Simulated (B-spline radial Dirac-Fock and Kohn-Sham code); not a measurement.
## What relativity does to the binding energies of As⁷⁺

System: As⁷⁺, [Ar] 3d8.

Both columns are ΔSCF binding energies of the configuration average from an atomic code on a B-spline grid: non-relativistic Hartree-Fock with a point nucleus, and Dirac-Fock with a finite nucleus and the Coulomb interaction alone, averaged over the two j levels with weights 2j+1.

| shell | Hartree-Fock (eV) | Dirac-Fock (eV) | shift (eV) | shift (%) |
| --- | --- | --- | --- | --- |
| 1s | 11866.7 | 12045.9 | +179.15 | +1.51 |
| 2s | 1652.0 | 1692.3 | +40.36 | +2.44 |
| 2p | 1482.6 | 1492.1 | +9.51 | +0.64 |
| 3s | 342.9 | 350.2 | +7.29 | +2.13 |
| 3p | 283.6 | 285.5 | +1.92 | +0.68 |
| 3d | 183.2 | 182.3 | -0.94 | -0.51 |

Relativity binds 1s, 2s, 2p, 3s, 3p more strongly, among those listed most of all 2s in relative terms, and 3d more weakly, because the contracted s and p shells screen the nucleus better.

Values without a named source are computed, but for edge energies of neutral atoms, which are taken from tables.
